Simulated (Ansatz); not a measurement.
Ansatz results at the PBE0-D4/def2-TZVP geometry: HOMO–LUMO gap (PBE0/def2-TZVPP) 7.26 eV; HOMO energy (PBE0/def2-TZVPP) -8.16 eV; size of the dipole moment (PBE/def2-TZVPP) 2.12 D.

Each molecule was computed in one conformer, which needn't be the lowest.

(1) Which molecule gave them?
A. `C=C[SiH](Cl)C=C`
B. `CCO[SiH2]C`
C. `C=C=C([SiH3])CCl`
D. `N[Si](O)(F)Cl`

## Answers

(1) A. The others give `CCO[SiH2]C`: 8.69, -7.88, 0.30; `N[Si](O)(F)Cl`: 8.80, -8.35, 3.04; `C=C=C([SiH3])CCl`: 7.21, -7.74, 1.95.
